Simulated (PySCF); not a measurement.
C2H3O2, SMILES CO[C]=O, multiplicity 2.

The structure is a stationary point at PBE0-D3(BJ)/def2-SVP. The isomer is the one that the SMILES or the coordinates give; other isomers of the formula were not compared. The values are those of a single conformer.

Method: PySCF with TDA-LC-ωPBE/def2-SVPD.

Vertical excitations. The molecule is in vacuum.

```
state    energy (eV)  λ (nm)      f                                                                                              main pairs
-------  -----------  ------  -----  ------------------------------------------------------------------------------------------------------
root 1          4.22     294  0.008                                                                                      α HOMO→LUMO+1 95 %
root 2          5.37     231  0.001                                                                                        β HOMO→LUMO 89 %
root 3          5.61     221  0.018                                                                                      β HOMO−1→LUMO 84 %
root 4          7.00     177  0.004                                           α HOMO−1→LUMO+1 49 %, β HOMO→LUMO+2 29 %, β HOMO−3→LUMO+2 5 %
root 5          7.45     166  0.007                                                α HOMO→LUMO 60 %, α HOMO→LUMO+3 16 %, α HOMO→LUMO+2 11 %
root 6          7.61     163  0.004  α HOMO−2→LUMO+1 17 %, α HOMO−3→LUMO+1 5 %, β HOMO−3→LUMO 32 %, β HOMO−1→LUMO+2 24 %, β HOMO−6→LUMO 6 %
root 7          7.91     157  0.020                                                                                      β HOMO−2→LUMO 67 %
root 8          7.99     155  0.001                                                                β HOMO−3→LUMO 39 %, β HOMO−1→LUMO+2 37 %
root 9          8.53     145  0.007                                                              α HOMO−2→LUMO+1 60 %, β HOMO−1→LUMO+2 20 %
root 10         8.53     145  0.023                                                                    α HOMO→LUMO+2 65 %, α HOMO→LUMO 12 %
```
Unrestricted roots are not spin-pure.
